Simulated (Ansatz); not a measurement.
Reaction (ligand exchange at a B–O bond): `FC(F)(F)COB(Cl)Cl` + H₂S → `SB(Cl)Cl` + `OCC(F)(F)F`

Calculated with Ansatz (gas phase, PBE0-D4/def2-TZVP geometries, no zero-point term in ΔE). CBS: MP2 limit from def2 TZ/QZ plus the TZ coupled-cluster correction, frozen cores. This one scheme is used for every species. DFT in def2-TZVPP. B3LYP here is the variant with VWN-RPA as its local correlation; programs differ in this. HSE06 is defined as in plane-wave codes. Each species was taken in one conformer, which may not be the lowest.

```json
{"level": "LDA (SPW92)", "ΔE (kJ/mol)": "51.3", "difference from CCSD(T)/CBS": "-2.2"}
{"level": "revPBE-D4", "ΔE (kJ/mol)": "43.0", "difference from CCSD(T)/CBS": "-10.5"}
{"level": "BLYP-D4", "ΔE (kJ/mol)": "54.4", "difference from CCSD(T)/CBS": "0.9"}
{"level": "r2SCAN-D4", "ΔE (kJ/mol)": "50.9", "difference from CCSD(T)/CBS": "-2.6"}
{"level": "B97M-V", "ΔE (kJ/mol)": "55.0", "difference from CCSD(T)/CBS": "1.5"}
{"level": "PBE0-D4", "ΔE (kJ/mol)": "47.4", "difference from CCSD(T)/CBS": "-6.1"}
{"level": "B3LYP-D4", "ΔE (kJ/mol)": "56.9", "difference from CCSD(T)/CBS": "3.4"}
{"level": "r2SCANh-D4", "ΔE (kJ/mol)": "51.5", "difference from CCSD(T)/CBS": "-2.0"}
{"level": "r2SCAN0-D4", "ΔE (kJ/mol)": "52.5", "difference from CCSD(T)/CBS": "-1.0"}
{"level": "HSE06-D4", "ΔE (kJ/mol)": "47.0", "difference from CCSD(T)/CBS": "-6.5"}
{"level": "BHLYP-D4", "ΔE (kJ/mol)": "61.2", "difference from CCSD(T)/CBS": "7.7"}
{"level": "CAM-B3LYP-D4", "ΔE (kJ/mol)": "63.0", "difference from CCSD(T)/CBS": "9.5"}
{"level": "ωB97X-V", "ΔE (kJ/mol)": "55.9", "difference from CCSD(T)/CBS": "2.4"}
{"level": "ωB97M-V", "ΔE (kJ/mol)": "56.8", "difference from CCSD(T)/CBS": "3.3"}
{"level": "B2PLYP", "ΔE (kJ/mol)": "54.3", "difference from CCSD(T)/CBS": "0.8"}
{"level": "PBE-QIDH", "ΔE (kJ/mol)": "49.4", "difference from CCSD(T)/CBS": "-4.1"}
{"level": "revPBE", "ΔE (kJ/mol)": "37.5", "difference from CCSD(T)/CBS": "-16.0"}
{"level": "BLYP", "ΔE (kJ/mol)": "50.5", "difference from CCSD(T)/CBS": "-3.0"}
{"level": "r2SCAN", "ΔE (kJ/mol)": "49.3", "difference from CCSD(T)/CBS": "-4.2"}
{"level": "PBE0", "ΔE (kJ/mol)": "44.8", "difference from CCSD(T)/CBS": "-8.7"}
{"level": "B3LYP", "ΔE (kJ/mol)": "53.7", "difference from CCSD(T)/CBS": "0.2"}
{"level": "r2SCAN0", "ΔE (kJ/mol)": "50.8", "difference from CCSD(T)/CBS": "-2.7"}
{"level": "HSE06", "ΔE (kJ/mol)": "44.6", "difference from CCSD(T)/CBS": "-8.9"}
{"level": "BHLYP", "ΔE (kJ/mol)": "59.6", "difference from CCSD(T)/CBS": "6.1"}
{"level": "CAM-B3LYP", "ΔE (kJ/mol)": "60.3", "difference from CCSD(T)/CBS": "6.8"}
{"level": "LC-ωPBE", "ΔE (kJ/mol)": "51.3", "difference from CCSD(T)/CBS": "-2.2"}
{"level": "RPA@PBE/def2-TZVPP", "ΔE (kJ/mol)": "57.8", "difference from CCSD(T)/CBS": "4.3"}
{"level": "HF/def2-SVP", "ΔE (kJ/mol)": "72.3", "difference from CCSD(T)/CBS": "18.8"}
{"level": "CCSD/def2-SVP", "ΔE (kJ/mol)": "67.8", "difference from CCSD(T)/CBS": "14.3"}
{"level": "CCSD(T)/def2-SVP", "ΔE (kJ/mol)": "66.8", "difference from CCSD(T)/CBS": "13.3"}
{"level": "HF/def2-TZVPP", "ΔE (kJ/mol)": "66.0", "difference from CCSD(T)/CBS": "12.5"}
{"level": "MP2/def2-TZVPP", "ΔE (kJ/mol)": "52.1", "difference from CCSD(T)/CBS": "-1.4"}
{"level": "SCS-MP2/def2-TZVPP", "ΔE (kJ/mol)": "55.2", "difference from CCSD(T)/CBS": "1.7"}
{"level": "CCSD(T)/def2-TZVPP", "ΔE (kJ/mol)": "57.2", "difference from CCSD(T)/CBS": "3.7"}
{"level": "HF/def2-QZVPP", "ΔE (kJ/mol)": "67.4", "difference from CCSD(T)/CBS": "13.9"}
{"level": "MP2/def2-QZVPP", "ΔE (kJ/mol)": "50.5", "difference from CCSD(T)/CBS": "-3.0"}
{"level": "SCS-MP2/def2-QZVPP", "ΔE (kJ/mol)": "53.7", "difference from CCSD(T)/CBS": "0.2"}
{"level": "HF/CBS(def2)", "ΔE (kJ/mol)": "67.6", "difference from CCSD(T)/CBS": "14.1"}
{"level": "MP2/CBS(def2)", "ΔE (kJ/mol)": "48.4", "difference from CCSD(T)/CBS": "-5.1"}
{"level": "CCSD/CBS(def2)", "ΔE (kJ/mol)": "55.6", "difference from CCSD(T)/CBS": "2.1"}
{"level": "CCSD(T)/CBS", "ΔE (kJ/mol)": "53.5", "difference from CCSD(T)/CBS": "0"}
```

Largest T1 diagnostic among the species: 0.012.

At CCSD(T), def2-SVP lies +13.3 kJ/mol from the extrapolated value and def2-TZVPP +3.7 kJ/mol. The D4 term adds +3.2 kJ/mol with B3LYP and +2.6 kJ/mol with PBE0; it sums over pairs of atoms, weighted by their polarisabilities, and B3LYP, whose exchange is more repulsive, gets the larger term.
